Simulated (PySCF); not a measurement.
**Which determinant of NiBr⁺ lies lowest?**

Unrestricted PBE0; PySCF, no relativity, basis sets Ni def2-TZVPPD, Br def2-TZVPPD. Outer shells of the fragments: Ni+ 3d9; Br 3d10 4s2 4p5.

Followed along the bond (rough minima from three points):

```json
{"2Ms+1": "3", "unpaired": "π ↑, δ ↑", "⟨S²⟩ at the start": "2.01", "R at minimum (Å)": "2.18", "Te (eV)": "0.00"}
{"2Ms+1": "3", "unpaired": "π ↑↑", "⟨S²⟩ at the start": "2.01", "R at minimum (Å)": "2.14", "Te (eV)": "0.05"}
{"2Ms+1": "3", "unpaired": "σ ↑, δ ↑", "⟨S²⟩ at the start": "2.00", "R at minimum (Å)": "2.20", "Te (eV)": "0.36"}
{"2Ms+1": "1", "unpaired": "π ↓, δ ↑", "⟨S²⟩ at the start": "1.01", "R at minimum (Å)": "2.21", "Te (eV)": "0.40"}
{"2Ms+1": "1", "unpaired": "σ ↓, δ ↑", "⟨S²⟩ at the start": "1.01", "R at minimum (Å)": "2.21", "Te (eV)": "0.95"}
{"2Ms+1": "3", "unpaired": "π ↑↑", "⟨S²⟩ at the start": "2.01", "R at minimum (Å)": "none in the scan", "Te (eV)": "≤ 1.10"}
```

Solutions found at the starting distance of 2.270 Å, counted from the lowest of them; the search is not exhaustive and high or unbound solutions are not listed, so other states can lie among these:

| 2Ms+1 | unpaired | term | E (eV) | ⟨S²⟩ | ⟨Lz²⟩ | μ (D) |
| --- | --- | --- | --- | --- | --- | --- |
| 3 | π ↑, δ ↑ | mixed | 0.00 | 2.01 | 3.19 | -5.98 |
| 3 | π ↑↑ | mixed | 0.11 | 2.01 | 0.26 | -5.88 |
| 3 | σ ↑, δ ↑ | ³Δ | 0.33 | 2.00 | 4.00 | -7.24 |
| 1 | π ↓, δ ↑ | mixed | 0.35 | 1.01 | 2.88 | -5.09 |
| 1 | σ ↓, δ ↑ | mixed | 0.91 | 1.01 | 4.00 | -6.70 |
| 3 | π ↑↑ | mixed | 1.17 | 2.01 | 2.02 | -3.26 |

A term symbol is given only where ⟨S²⟩ and ⟨Lz²⟩ are close to those of a pure state; real π, δ and φ orbitals otherwise mix terms. A positive dipole points towards Br; it is taken about the centre of mass and depends on that origin.

Compare the gap between the two lowest followed solutions at the starting distance with the gap between their minima.

At PBE0 the second solution (triplet, unpaired electrons π ↑↑) lies +0.11 eV from the first (triplet, unpaired electrons π ↑, δ ↑) at 2.270 Å and +0.05 eV at the minima; the two curves relax by different amounts, since their minima lie near 2.14 and 2.18 Å.

Spin–orbit coupling is left out. With d or f electrons several states lie close, and the lowest PBE0 determinant need not be the measured ground state.
